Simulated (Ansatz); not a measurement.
Input for Ansatz (a program for electronic structure): R-PBE/def2-TZVPP on CH2Cl2Si (SMILES C=[Si](Cl)Cl).

Ansatz 0.2 input:
```yaml
crystal:
  periodic: [false, false, false]
  atoms:
    - {symbol: C, position_ang: [-1.03592833, -0.07848295, -0.07676945]}
    - {symbol: Si, position_ang: [0.63938037, 0.04866291, 0.04736706]}
    - {symbol: Cl, position_ang: [1.90363998, -1.52418089, 0.26093206]}
    - {symbol: Cl, position_ang: [1.67135647, 1.79537217, 0.00504552]}
    - {symbol: H, position_ang: [-1.65420213, 0.80044790, -0.18904202]}
    - {symbol: H, position_ang: [-1.52434636, -1.04181913, -0.04743317]}
basis:
  gaussian:
    orbitals: def2-TZVPP
hamiltonian:
  xc: {name: PBE}
scf: {lower_state_search: off}
```

It printed:

```
WARN ansatz: RAYON_NUM_THREADS=4 ignored (pool sized by the plan → 4); use --threads N
Functional definition: PBE
these checks for a lower state are left out or cut short: stability, starts, cluster_reference, orbital_swaps, neighbouring_geometries, increment
integrals: 0.12 GiB planned
1174 factors; their error is unknown
mean field: 0.72 GiB planned
mean field evaluation 1: about -33965.5705 eV, gradient 7.5e1 eV
mean field evaluation 2: about -33909.4163 eV, gradient 1.3e2 eV
mean field evaluation 4: about -33979.2281 eV, gradient 1.4e1 eV
mean field evaluation 8: about -33979.5932 eV, gradient 8.9e-2 eV
mean field evaluation 16: about -33979.5602 eV, gradient 5.4e-5 eV
mean field -33979.56020769 eV, -1248.7258054594 hartree, gradient 3.9e-6 eV, S^2 0.000000; 0 other end points of the search recorded, 0 dependent functions left out
reference -33979.56024526 eV, -1248.7258068400 hartree; 28, 28 occupied and 157, 157 virtual orbitals, 1174 factors
Total energy: -33979.56024526 eV, -1248.7258068400 hartree
Checks for a lower state left out: stability, starts, cluster_reference, orbital_swaps, neighbouring_geometries, increment
```

Self-consistency was reached.

Cost: about 1.6 core-seconds (a rough figure).
